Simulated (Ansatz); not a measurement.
Tl₂Br (the lowest doublet isomer of a short search). Total charge 0; doublet. Geometry PBE-D4/def2-TZVP, basis def2-TZVP, Ansatz.

```xyz
3

Tl    0.763   -0.343   -1.716
Tl   -1.809   -0.013    0.611
Br    1.046    0.356    1.106
```

```
run  HOMO (eV)  LUMO (eV)
  A      -3.72      -2.44
  B      -3.33      -2.61
  C      -3.39      -2.73
  D      -3.92      -2.33
  E      -3.67      -2.56
  F      -4.07      -2.09
```

In the def2 sets Tl takes a core potential; there is no spin–orbit coupling. HSE06 is defined as in plane-wave codes, on full-range PBE exchange. The structure comes from a short search, and lower isomers may exist.

HOMO and LUMO are taken over both spins.

**Question.** The runs used HSE06, PBE, PBE0, r2SCAN, r2SCANh, revPBE. Estimate which is which.

**Answer.** A HSE06 (range-separated); B revPBE (0 % exact exchange); C PBE (0 % exact exchange); D r2SCANh (10 % exact exchange); E r2SCAN (0 % exact exchange); F PBE0 (25 % exact exchange). Exact exchange lowers occupied and raises empty levels; among semilocal functionals meta-GGAs tend to open the gap a little, and such runs are hard to tell apart. The gap grows from 0.67 eV (PBE) to 1.99 eV (PBE0).
